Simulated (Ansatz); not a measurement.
One change: `CBCOC` becomes `CBCO`.

Ansatz, PBE0-D4/def2-TZVP geometries, multiplicity 1. Each molecule was computed in one conformer, which needn't be the lowest.

```tsv
property	`CBCOC`
HOMO–LUMO gap (ωB97M-V/def2-TZVPP) / eV	11.11
size of the dipole moment (B3LYP/def2-TZVPP) / D	0.89
HOMO energy (B3LYP/def2-TZVPP) / eV	-7.21
size of the dipole moment (PBE/def2-TZVPP) / D	0.79
HOMO–LUMO gap (PBE0/def2-TZVPP) / eV	6.75
size of the dipole moment (ωB97M-V/def2-TZVPP) / D	0.90
```

Problem. Give the same properties after the change, and the shifts. (Best estimate.)

Solution. Ansatz gave: 
| property | `CBCO` | shift |
| --- | --- | --- |
| HOMO–LUMO gap (ωB97M-V/def2-TZVPP) / eV | 11.20 | 0.09 |
| size of the dipole moment (B3LYP/def2-TZVPP) / D | 1.89 | 1.00 |
| HOMO energy (B3LYP/def2-TZVPP) / eV | -7.54 | -0.33 |
| size of the dipole moment (PBE/def2-TZVPP) / D | 1.79 | 1.00 |
| HOMO–LUMO gap (PBE0/def2-TZVPP) / eV | 6.81 | 0.06 |
| size of the dipole moment (ωB97M-V/def2-TZVPP) / D | 1.90 | 1.00 |

With PBE0 the HOMO falls by 0.36 eV and the LUMO falls by 0.31 eV, so the gap widens by about 0.05 eV. PBE moves the HOMO by -0.26 eV and ωB97M-V by -0.40 eV. Dipoles are sizes alone; their direction can turn.

B3LYP here is the variant with VWN-RPA as its local correlation; programs differ in this.
